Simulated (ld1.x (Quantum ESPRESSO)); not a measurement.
**phosphorus (P), RRKJ: configuration errors across variants**

```json
{
 "Element": "P",
 "Generator": "ld1.x (Quantum ESPRESSO) 7.5",
 "Type": "norm-conserving RRKJ (Kleinman–Bylander form)",
 "Functional": "LDA (PZ)",
 "Relativity": "non-relativistic",
 "Frozen core": "[Ne]",
 "Valence charge": "5",
 "Reference configuration": "3s2 3p2.5 (charge +0.5)",
 "Partial waves": "3p (bound): rc 1.75 bohr; 3d channel at -0.15 Ry: rc 1.40 bohr; 3s (bound): rc 1.35 bohr",
 "Local potential": "the s channel",
 "Core correction": "a·sin(br)/r model core inside 0.95 bohr",
 "rho0": "0.001"
}
```

All-electron excitation energies from the reference (eV): (1) 3s2 3p3 -3.827; (2) 3s2 3p2 6.006; (3) 3s2 3p1 25.268; (4) 3s2 3p0 55.173; (5) 3s1 3p0 107.237; (6) 3s1 3p4 4.580; (7) 3s0 3p5 13.127; (8) 3s2 3p2.5 spin -1.177; (9) 3s2 3p3 spin -5.337.

Spin tests fill each open shell by Hund’s rule, majority spin first.

1 further variants failed, have other tests or too few solved ones, and are left out.

A true bound ghost makes a file unfit for plane-wave use even where its test errors are small: the radial tests pick states by their node count and pass the ghost by.

Errors AE − PS in meV (a dash: test not solved or not reliable):

| change | (1) | (2) | (3) | (4) | (5) | (6) | (7) | (8) | (9) | bound ghosts |
| --- | --- | --- | --- | --- | --- | --- | --- | --- | --- | --- |
| base | +0.7 | +1.5 | +22 | +92 | +206 | -3.3 | -14 | +24 | +30 | none |
| type ultrasoft; waves now 3s (bound): rcut 1.15, rcutus 1.35 bohr; 3s channel at 0.25 Ry: rcut 1.15, rcutus 1.35 bohr; 3p (bound): rcut 1.50, rcutus 1.75 bohr; 3p channel at 0.3 Ry: rcut 1.50, rcutus 1.75 bohr; 3d channel at -0.15 Ry: rcut 1.20, rcutus 1.40 bohr; local potential all-electron potential smoothed inside 1.25 bohr (lloc = -1); augmentation built from norm-conserving waves at rcut, not smoothed further; rho0 0 | +0.1 | +0.5 | +8.5 | +42 | +92 | -3.1 | -13 | +12 | – | s |
| wave 3p (bound): rc 1.75 bohr becomes 3p (bound): rc 2.62 bohr | +0.8 | +1.6 | +22 | +84 | +179 | -0.3 | -2.4 | +12 | +16 | none |
| wave 3s (bound): rc 1.35 bohr becomes 3s (bound): rc 1.14 bohr | +0.9 | +1.8 | +26 | +111 | +233 | -6.4 | -27 | +25 | +31 | none |
| local potential all-electron potential smoothed inside 1.65 bohr (lloc = -1) | +0.8 | +1.6 | +23 | +98 | +227 | -2.0 | -9.1 | +24 | +30 | none |
| wave 3d channel at -0.15 Ry: rc 1.40 bohr becomes 3d channel at -0.15 Ry: rc 1.26 bohr | +0.7 | +1.5 | +22 | +92 | +206 | -3.3 | -14 | +24 | +30 | none |
| core correction a·sin(br)/r model core inside 0.86 bohr | +0.7 | +1.5 | +22 | +92 | +204 | -3.5 | -15 | +23 | +29 | none |
| wave 3d channel at -0.15 Ry: rc 1.40 bohr becomes 3d channel at 0.6 Ry: rc 1.40 bohr | +0.7 | +1.5 | +22 | +92 | +206 | -3.3 | -14 | +24 | +30 | none |

Question: Give the same row for: all radii but the core radius scaled by about 0.90 (s 1.22, p 1.58, d 1.26 bohr).

Answer: +0.8, +1.6, +23, +92, +196, -3.8, -16, +21, +26; bound ghosts: none.
